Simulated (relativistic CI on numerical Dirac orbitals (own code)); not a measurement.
Calculated at this level of theory: Dirac-Coulomb-Breit CI, separate exchange-only KLI orbitals for each configuration, model QED, unscaled Slater integrals (own radial code, finite nucleus).

Configuration list (outside the closed core [Ar]): 3d10.4s, 3d10.4p, 3d10.4d, 3d10.4f, 3d10.5s, 3d10.5p, 3d10.5d, 3d10.5f, 3d10.5g, 3d10.6s, 3d10.6p, 3d9.4s2, 3d10.6d, 3d10.6f, 3d9.4s.4p, 3d10.7s, 3d9.4s.4d, 3d10.8s, 3d9.4s.4f, 3d9.4s.5s, 3d9.4s.5p, 3d9.4s.5d, 3d9.4s.5f. Double excitations out of closed p, d and f shells are left out; levels of such configurations are missing from the list, as are those of other unlisted configurations, and high levels can miss mixing partners.

At this charge energies of transitions that change n are usually good to better than 1 %, and those within a shell (Δn = 0) to a few per cent.

Outline of the computed level scheme of Pt L. Lowest level of each configuration: 3d10.4s 2S_1/2 at 0.00 eV; 3d10.4p 2P°_1/2 at 107.50 eV; 3d10.4d 2D_3/2 at 405.47 eV; 3d10.4f 2F°_5/2 at 608.51 eV; 3d10.5s 2S_1/2 at 1129.35 eV; 3d10.5p 2P°_1/2 at 1181.89 eV; 3d10.5d 2D_3/2 at 1323.46 eV; 3d10.5f 2F°_5/2 at 1414.93 eV; 3d10.5g 2G_7/2 at 1459.67 eV.

Some strong electric-dipole decays among the lowest 16 levels: 3d10.5g 2G_9/2 → 3d10.4f 2F°_7/2 (3.0e+13 s⁻¹); 3d10.5g 2G_7/2 → 3d10.4f 2F°_5/2 (2.9e+13 s⁻¹); 3d10.5f 2F°_7/2 → 3d10.4d 2D_5/2 (1.6e+13 s⁻¹); 3d10.5f 2F°_5/2 → 3d10.4d 2D_3/2 (1.5e+13 s⁻¹); 3d10.5s 2S_1/2 → 3d10.4p 2P°_3/2 (9.5e+12 s⁻¹); 3d10.5d 2D_5/2 → 3d10.4p 2P°_3/2 (8.2e+12 s⁻¹); 3d10.5p 2P°_1/2 → 3d10.4s 2S_1/2 (6.4e+12 s⁻¹); 3d10.5p 2P°_1/2 → 3d10.4d 2D_3/2 (5.1e+12 s⁻¹).

LS names give the leading component of a level, which can be under half, so a name can repeat, a term be missing and a line seem to break the LS rules.
